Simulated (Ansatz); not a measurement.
System: BiI$_{2}$, charge 1, multiplicity 1. It need not be the lowest isomer of its formula. 
Coordinates optimised at B3LYP-D3(BJ)/def2-TZVP (Ansatz, a quantum-chemistry and plane-wave program):
```
Bi
I 1 2.7244
I 1 2.7244 2 102.61
```
Charge +1, spin multiplicity 1.

Parts of the frozen-core correlation energy in def2-TZVPP (Ansatz, hartree). Frozen orbitals: 27; correlated occupied orbitals by spin: 9 and 9; virtual: 114 and 114. Spin-orbit coupling is left out. In def2 rows, elements after Kr have scalar-relativistic effective core potentials.

| term | value |
|---|---|
| reference (HF) | -806.70216 |
| MP2 opposite-spin | … |
| MP2 same-spin | … |
| CCSD correlation | -0.38890 |
| (T) | … |
| T1 diagnostic | 0.027 |
| largest doubles amplitude | 0.062 |

Q: What belongs in the gaps?

A: 
- MP2 opposite-spin, value: -0.26860
- MP2 same-spin, value: -0.09013
- (T), value: -0.02167
